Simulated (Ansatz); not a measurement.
Calculated with Ansatz (gas phase, PBE0-D4/def2-TZVP geometries, no zero-point term in ΔE). CCSD(T)/CBS is the MP2 limit (def2-TZVPP, def2-QZVPP) plus CCSD(T) − MP2 in def2-TZVPP, frozen cores. This one scheme is used for every species, atoms too. No spin–orbit coupling; open shells (•) take unrestricted orbitals. Spin–orbit coupling would lower the free atoms: a little for C, Cl, O, Si. Each species was taken in one conformer, which may not be the lowest.

Reaction (atomization): `O[SiH](O)C[SiH](Cl)Cl` → C• + 2 Cl• + 6 H• + 2 O• + 2 Si•

| species | SCS-MP2/def2-TZVPP energy (Eh) |
| --- | --- |
| `O[SiH](O)C[SiH](Cl)Cl` | -1689.58806 |
| C• | -37.76105 |
| Cl• | -459.63520 |
| H• | -0.49981 |
| O• | -74.95539 |
| Si• | -288.90966 |

Problem. Work out ΔE.

Solution. ΔE = 6 × (-0.49981) + 2 × (-459.63520) + 2 × (-74.95539) + 2 × (-288.90966) + (-37.76105) − (-1689.58806) = 1.82765 Eh = +4798.5 kJ/mol. CCSD(T)/CBS gives +4879.5 kJ/mol.

Largest T1 diagnostic among the species: 0.012.

From PBE to PBE0 (25 % exact exchange), in def2-TZVPP and without D4, ΔE moves by −64.0 kJ/mol: exact exchange takes away binding that semilocal exchange gives to molecules. The D4 term adds +68.7 kJ/mol with B3LYP and +36.6 kJ/mol with PBE0; it sums over pairs of atoms, weighted by their polarisabilities, and B3LYP, whose exchange is more repulsive, gets the larger term. In def2-TZVPP, CCSD(T) changes the Hartree–Fock value by +1166.2 kJ/mol (the triples alone add +75.3 kJ/mol) and MP2 by +1290.3 kJ/mol; breaking electron pairs costs correlation energy, which Hartree–Fock lacks.

B3LYP here is the variant with VWN-RPA as its local correlation; programs differ in this.

For atomizations the MP2-based limit and the directly extrapolated one differ by several kJ/mol either way, and by 10 to 25 for some Ge, Se and Sn compounds, so smaller differences from it don't rank the levels.
